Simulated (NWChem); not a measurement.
Species: MgSiH3Cl; SMILES [SiH3][Mg][Cl]

```xyz
6

Mg    -0.0505    -0.3079     0.0001
Cl    -0.3971    -2.4917    -0.0004
Si     0.3495     2.2243     0.0006
H     -0.9292     2.9956    -0.1459
H      1.2454     2.6544    -1.1236
H      0.9945     2.6934     1.2716
```
Atoms are numbered in this order, from 1.

All runs use the structure optimised with PBE0/def2-SVP.

### Question
List the 4 lowest vertical singlet excitations from Hartree-Fock/def2-SVPD, CIS (NWChem).

### Answer
| state | energy (eV) | oscillator strength | leading excitation (squared amplitude) |
|---|---|---|---|
| S1 | 5.94 | 0.168 | HOMO → LUMO+1 (0.75) |
| S2 | 5.94 | 0.168 | HOMO → LUMO+2 (0.73) |
| S3 | 6.15 | 0.576 | HOMO → LUMO (0.86) |
| S4 | 7.66 | 0.100 | HOMO−2 → LUMO (0.80) |
